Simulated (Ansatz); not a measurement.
Job for Ansatz (a first-principles code): R-B97M-V/def2-TZVPP on Ge2H6 (SMILES [GeH3][GeH3]).

Ansatz 0.2 input:
```yaml
crystal:
  periodic: [false, false, false]
  atoms:
    - {symbol: Ge, position_ang: [0.01525100, -0.92045764, 0.79739419]}
    - {symbol: Ge, position_ang: [-0.01525100, 0.92045764, -0.79739419]}
    - {symbol: H, position_ang: [0.66223897, -0.47371568, 2.12021980]}
    - {symbol: H, position_ang: [0.82094661, -2.10458777, 0.23460848]}
    - {symbol: H, position_ang: [-1.41727589, -1.39959097, 1.09122310]}
    - {symbol: H, position_ang: [1.41727589, 1.39959097, -1.09122310]}
    - {symbol: H, position_ang: [-0.82094661, 2.10458777, -0.23460848]}
    - {symbol: H, position_ang: [-0.66223897, 0.47371568, -2.12021980]}
basis:
  gaussian:
    orbitals: def2-TZVPP
hamiltonian:
  xc: {name: B97M-V}
scf: {lower_state_search: off}
```

Program output:

```
WARN ansatz: RAYON_NUM_THREADS=4 ignored (pool sized by the plan → 4); use --threads N
Functional definition: B97M-V
these checks for a lower state are left out or cut short: stability, starts, cluster_reference, orbital_swaps, neighbouring_geometries, increment
integrals: 0.11 GiB planned
1070 factors; their error is unknown
mean field: 0.81 GiB planned
mean field evaluation 1: about -113112.3755 eV, gradient 2.1e1 eV
mean field evaluation 2: about -113112.9161 eV, gradient 2.0e1 eV
mean field evaluation 4: about -113113.2051 eV, gradient 6.0e-1 eV
mean field evaluation 8: about -113113.1871 eV, gradient 5.5e-2 eV
mean field evaluation 16: about -113113.1871 eV, gradient 1.5e-6 eV
mean field -113113.18705701 eV, -4156.8329534731 hartree, gradient 1.8e-6 eV, S^2 0.000000; 0 other end points of the search recorded, 0 dependent functions left out
reference -113113.18711630 eV, -4156.8329556522 hartree; 35, 35 occupied and 145, 145 virtual orbitals, 1070 factors
Total energy: -113113.18711630 eV, -4156.8329556522 hartree
Checks for a lower state left out: stability, starts, cluster_reference, orbital_swaps, neighbouring_geometries, increment
```

Self-consistency was reached.

Cost: about 4 core-seconds (a rough figure).
